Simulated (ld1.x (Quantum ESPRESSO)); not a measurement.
**Transferability test, TM potential for praseodymium**

Pr (Z = 59), norm-conserving Troullier–Martins (Kleinman–Bylander form), made with ld1.x (Quantum ESPRESSO) 7.5 (LDA (PZ), fully relativistic). Core [Xe], reference 4f3 5d0 6s1.5 6p0.5. Waves: 6s (bound): rc 4.05 bohr; 6p (bound): rc 3.70 bohr; 4f (bound): rc 1.65 bohr; 5d (bound, empty): rc 3.55 bohr. Local part: the d channel. Core correction: a·sin(br)/r model core, default radius (core density twice the valence density).

Open shells are filled in proportion to 2j + 1 (rel_dist='average').

Energies are relative to the spin-unpolarised reference configuration 4f3 5d0 6s1.5 6p0.5; without spin polarisation the order of configurations can differ from experiment. Not all tests gave a result: 3 of 7 tests not solved or not reliable. Left out of the table: 4f3 5d0 6s1 6p0 (solver errors, printed error -3.3 meV); 4f3 5d0 6s0 6p1 (solver errors, printed error -640 meV); 4f2 5d1 6s1 6p0 (solver errors, printed error -98.4 eV). The d channel is local and has no spin–orbit splitting in the pseudo-atom.

| valence configuration | charge | ΔE all-electron (eV) | error AE − PS (meV) |
| --- | --- | --- | --- |
| 4f2 5d0 6s0 6p0 | +3 | 37.413 | -1323 |
| 4f3 5d0 6s1.5 6p0 | +0.5 | 1.202 | -0.2 |

Q: What are ΔE and the potential's error for 4f3 5d0 6s0 6p0?

A: ΔE = 15.580 eV all-electron; the error (AE − PS) is -52 meV.

Q: What are ΔE and the potential's error for 4f3 5d0 6s2 6p0?

A: ΔE = -1.162 eV all-electron; the error (AE − PS) is -1.0 meV.

These tests converged, but a pseudo level misses the all-electron one widely, so the file describes the atom poorly there or has found another state: 4f3 5d0 6s0 6p0: empty 6p by 2.2 eV (a node warning on the way); 4f2 5d0 6s0 6p0: 4f by 2.6 eV.

Note: ghost states, extra bound levels that the all-electron valence spectrum of the same l lacks: s at -16.9 eV, p3/2 at -1.40 eV. A true bound ghost makes a file unfit for plane-wave use.
